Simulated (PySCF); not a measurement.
CsI, charge +1, multiplicity 2. Atoms are numbered in the order given.

```xyz
2

Cs     0.0000     0.0000    -2.0072
I      0.0000     0.0000     2.0830
```
Charge +1, spin multiplicity 2.

The structure is a stationary point at B3LYP-D3(BJ)/def2-TZVPD. The multiplicity is an assumed one; other spin states were not compared. The def2 effective core potentials stand for the cores of Cs, I; spin–orbit coupling is left out.

Method: r2SCAN/def2-TZVPD run with PySCF.

Mulliken values depend strongly on the basis, most of all with diffuse functions as here. ESP charges are fitted to the potential on shells at 1.4 to 2.0 van der Waals radii. Atomic charges (e):

```json
[
 {"atom": "Cs1", "ESP fit": "0.90", "Mulliken": "0.98", "Mulliken spin": "-0.01"},
 {"atom": "I2", "ESP fit": "0.10", "Mulliken": "0.02", "Mulliken spin": "1.01"}
]
```
